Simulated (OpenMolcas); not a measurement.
Ni2+ (d8) in a complex was computed by CASSCF with the d shell active (OpenMolcas, ANO-RCC-VDZP on the metal). Its lowest spin-free states, and all those of the highest spin:

```
2S+1  Degeneracy  E (cm-1)
   3           1       0.0
   3           2      1885
   3           1      4751
   3           1      5046
   3           2      5856
   1           1     15686
   1           1     17205
   1           2     18593
   3           1     20668
   1           1     21054
   3           2     23879
   1           1     23913
```

Question: Is the site octahedral, tetrahedral or cube-like, axial, or of lower symmetry?

Answer: The states with 2S+1 = 3 have orbital degeneracies 1, 2, 1, 1, 2, 1, 2. There are pairs but no triples, so the site is axial: not cubic, but with a proper or improper axis of order three or more. The run had Ni2+ with 5 ligands (chloride, bromide on the axis) in square pyramidal coordination (C4v) at 2.39 Å, the axial distance 2.667 Å. A charge of +0.6 e stands 2.6 Å behind each ligand. Ligand basis ANO-RCC-VDZP.

Without dynamic correlation the repulsion within the d shell is too large (B by tens of per cent), so at a given field states of lower spin stand too high. Ligand-to-metal charge-transfer states are missing. With no ligand orbital active B as a rule stays too high, so bands that hang on it stand too high and its fall with covalency is understated. With metal d orbitals alone and no dynamic correlation the field as a rule comes out too small, by tens of per cent, by up to half for chloride and softer ligands, and the orbital part of g and χT, which goes as 1/10Dq, too large. No measured value stands beside these numbers; the geometry is a model, was not optimised and need not be the one that this ion takes.
